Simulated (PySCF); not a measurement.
Computed IR spectrum (relative IR intensity) of a molecule C6H10. The structure is a stationary point at PBE-D3(BJ)/def2-SVP. Other conformers were not sampled. Method: PBE-D3(BJ)/def2-SVP (PySCF). Frequencies are harmonic and unscaled.

Lines under 2 % of the strongest are left out, and lines within 2 cm⁻¹ are merged.

```csv
ν (cm⁻¹),relative intensity
305,2.5
413,2.4
532,17
539,13
651,21
812,9.6
822,5.6
890,95
896,100
912,6.4
988,10
997,32
1002,21
1043,18
1124,6.7
1156,5.2
1222,4.4
1275,3.5
1295,6.7
1328,9.0
1381,8.0
1388,36
1407,30
1672,64
2945,60
2951,37
2984,51
3017,45
3062,31
3064,53
3079,24
3162,31
3170,33
```

Question: Which structure fits?
(A) C=C=C(C)CC
(B) CC1=C(C)CC1
(C) C=CCCC=C
(D) C/C=C\C=C\C

Answer: C, C=CCCC=C
